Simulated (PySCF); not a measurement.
## Polarisability and C₆ of F (fluorine, neutral)

[He] 2s2 2p5, 2P determinant. All numbers are calculated (PySCF 2.14, scalar relativity by spin-free X2C-1e, in aug-cc-pVQZ-DK (6s5p4d3f2g, 80 functions)). Coupled (time-dependent) response in atomic units; α is the mean over directions.

```tsv
method	mean α (bohr³)	α xx, yy, zz	C₆ (like pair)	S(−4)
UHF	3.257	3.067, 3.352, 3.352	8.506	4.066
PBE	4.037	3.625, 4.243, 4.243	11.06	7.617
PBE0	3.751	3.426, 3.914, 3.914	10.11	6.126
BHandHLYP	3.545	3.283, 3.676, 3.676	9.417	5.227
HSE06	3.753	3.431, 3.915, 3.915	10.12	6.120
```

S(−4) is the Cauchy moment in α(ω) = α(0) + S(−4) ω² + …

Reference α: 3.74 ± 0.08 bohr³ (recommended; Schwerdtfeger and Nagle, table of static dipole polarizabilities (2023 update)). Published C₆: 9.520 (Chu and Dalgarno (2004); Tang, Norbeck and Certain (1976)).

α(iu) at HSE06:

```csv
u (hartree),α(iu) (bohr³)
0,3.753
0.0500,3.738
0.100,3.694
0.200,3.532
0.300,3.307
0.500,2.799
0.750,2.225
1.00,1.775
1.50,1.181
2.00,0.8353
3.00,0.4786
5.00,0.2156
```

A single London oscillator, α(iu) = α/(1 + u²/ω²), gives C₆ = (3/4) ω α². Matching the computed C₆ needs ω = 4 × 10.12 / (3 × 3.753²) = 0.958 hartree.

The components differ because the open shell of this determinant is not spherical; for a pure term their mean is the scalar polarisability.
